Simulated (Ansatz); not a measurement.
Consider the formal exchange of groups at the Se–Al bond: `[F][Al]([F])[SeH]` + `C[SiH2]N` → `N[SiH2]C[SeH]` + `[F][AlH][F]`.

Calculated with Ansatz (gas phase, PBE0-D4/def2-TZVP geometries, no zero-point term in ΔE). CCSD(T)/CBS adds triple-zeta CCSD(T) − MP2 to the extrapolated MP2 energy (def2 sets, frozen cores). This one scheme is used for every species. DFT in def2-TZVPP. For Se outer-core shells are correlated without core-valence functions, which leaves a few kJ/mol of doubt a bond. Scalar relativity is left out up to krypton. Each species was taken in one conformer, which may not be the lowest.

`[F][Al]([F])[SeH]`:

Z-matrix (Å, degrees):
```
Al
F 1 1.637
Se 1 2.285 2 119.5
F 1 1.638 2 119.2 3 -180.0
H 3 1.470 1 89.9 2 179.9
```

`C[SiH2]N`:

```xyz
10

C    -1.383   -0.125    0.171
Si    0.452   -0.016    0.524
N     1.481    0.197   -0.838
H    -1.945   -0.260    1.100
H    -1.609   -0.969   -0.485
H    -1.746    0.786   -0.312
H     0.876   -1.276    1.194
H     0.688    1.141    1.431
H     1.657   -0.563   -1.474
H     1.531    1.085   -1.311
```

`N[SiH2]C[SeH]`:

Cartesian coordinates in Å:
```
N -0.125 -1.064 -1.364
Si 0.818 -0.287 -0.161
C -0.310 0.174 1.259
Se -1.712 1.387 0.621
H -0.927 -0.583 -1.741
H 0.317 -1.647 -2.054
H 1.498 0.979 -0.577
H 1.871 -1.254 0.256
H -0.848 -0.707 1.615
H 0.203 0.632 2.104
H -0.784 2.371 0.043
```

`[F][AlH][F]`:

```xyz
4

F     0.902   -0.013   -1.348
Al    0.010   -0.016    0.027
F    -1.416    0.791    0.018
H     0.504   -0.762    1.303
```

Is it downhill or uphill in electronic energy at CCSD(T)/CBS, and by how much? (An estimate is asked.)

Ansatz gave: Uphill: ΔE = +1.62 eV.

What do these levels give: PBE0-D4, PBE0, MP2/def2-TZVPP, CCSD/def2-TZVPP, MP2/def2-QZVPP, SCS-MP2/def2-QZVPP? (Best estimate.)

Computed: PBE0-D4 1.63, PBE0 1.67, MP2/def2-TZVPP 1.59, CCSD/def2-TZVPP 1.61, MP2/def2-QZVPP 1.61, SCS-MP2/def2-QZVPP 1.59 eV.

Largest T1 diagnostic among the species: 0.013.

In def2-TZVPP, CCSD(T) changes the Hartree–Fock value by −0.15 eV (the triples alone add −0.03 eV) and MP2 by −0.14 eV. The D4 term adds −0.07 eV with B3LYP and −0.04 eV with PBE0; it sums over pairs of atoms, weighted by their polarisabilities, and B3LYP, whose exchange is more repulsive, gets the larger term.

B3LYP here is the variant with VWN-RPA as its local correlation; programs differ in this.
